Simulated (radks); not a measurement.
The numbers below are computed, except where a source is named.
Task: The mean radii <r> (bohr) of the occupied orbitals of an atom or ion are listed with their occupations. Level of theory: non-relativistic Kohn-Sham, PBE, spin-polarised, spherical densities, point nucleus (a radial shooting solver on a logarithmic mesh with Libxc functionals).

orbital  occ.      <r>
1s up       1  0.05363

Name the element and its charge. Open shells, if any, are filled with parallel spins first.

Result: Z = 28, nickel, charge +27: Ni27+ in 1s1. The 1s radius gives Z: for a bare nucleus <r> = 1.5/Z, 0.05357 bohr for Z = 28, and the self-interaction of the functional makes it slightly larger (0.05363 here). The occupations add up to 1, and the charge is Z minus that.
